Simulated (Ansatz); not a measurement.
sodium chloride (ClNa), singlet, at a GFN2-xTB geometry (such geometries of metal compounds can be far from the true shape); PBE0/6-31G** run with Ansatz (a first-principles code).

The Ansatz input:
Ansatz 0.2 input:
```yaml
crystal:
  periodic: [false, false, false]
  atoms:
    - {symbol: Na, position_ang: [-0.00000000, -0.00000000, -1.36328114]}
    - {symbol: Cl, position_ang: [0.00000000, 0.00000000, 0.88212309]}
basis:
  gaussian:
    orbitals: 6-31G__.json
hamiltonian:
  xc: pbe0
```
The basis file holds 6-31G** in the JSON format of the Basis Set Exchange.

What the program printed (banner, timings and long lists left out):

```
Functional definition: PBE0
323 factors; integrals over basis functions are off by at most 3.7e-4 eV
mean field evaluation 1: about -16931.5488 eV, gradient 2.0e1 eV
mean field evaluation 2: about -16930.9767 eV, gradient 2.6e1 eV
mean field evaluation 4: about -16932.9811 eV, gradient 3.5e-1 eV
mean field evaluation 8: about -16932.9870 eV, gradient 1.7e-3 eV
mean field -16932.98699599 eV, -622.2757945119 hartree, gradient 1.3e-5 eV, S^2 0.000000; 0 other end points of the search recorded, 0 dependent functions left out
reference -16932.98703963 eV, -622.2757961156 hartree; 14, 14 occupied and 24, 24 virtual orbitals, 323 factors
Total energy: -16932.98703963 eV, -622.2757961156 hartree
```
